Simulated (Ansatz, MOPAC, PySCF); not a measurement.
Bond stretch in SMILES BC (CH5B). The C1–B5 bond (C1 also carries H, H, H; B5 carries H, H) is varied alone, starting from the PBE0/def2-TZVP optimised geometry.

Computed with: PM6, restricted, heats of formation (MOPAC); UCCSD = CCSD on UHF/cc-pVTZ, frozen core run with Ansatz (a quantum-chemistry and plane-wave program); RKS-B3LYP/6-31G* = restricted B3LYP/6-31G*, spherical d run with PySCF.

Energies are in kcal/mol, each relative to the lowest point of its own curve near equilibrium.

```tsv
R / Å	PM6	UCCSD	RKS-B3LYP/6-31G*
1.26	49.6	44.7	44.5
1.32	28.5	25.5	25.3
1.39	12.5	11.3	11.1
1.45	4.5	4.2	4.2
1.49	1.6	1.6	1.6
1.55	0.0	0.0	0.0
1.59	0.5	0.2	0.2
1.63	2.0	1.2	1.2
1.72	8.2	5.8	5.7
1.83	19.4	14.1	13.9
1.93	31.4	23.1	22.7
2.09	51.9	38.4	37.8
2.30	77.9	58.2	57.3
2.56	105.4	80.7	79.1
2.80	125.4	96.8	96.2
3.04	140.7	107.1	110.5
3.42	157.4	113.9	128.0
3.82	168.5	115.9	141.3
4.21	175.6	116.4	150.6
4.64	182.5	116.6	157.6
5.49	188.5	116.7	164.4
```

At the longest distance, 5.49 Å, PM6 lies highest above its minimum (188.5 kcal/mol) and UCCSD lowest (116.7 kcal/mol).

The restricted form behind PM6, RKS-B3LYP/6-31G* keeps the bonding electrons paired and can't separate into open-shell fragments. The unrestricted determinant behind UCCSD is spin-contaminated at 2.56 to 5.49 Å (<S²> up to 1.0, against 0.00 for a pure singlet).
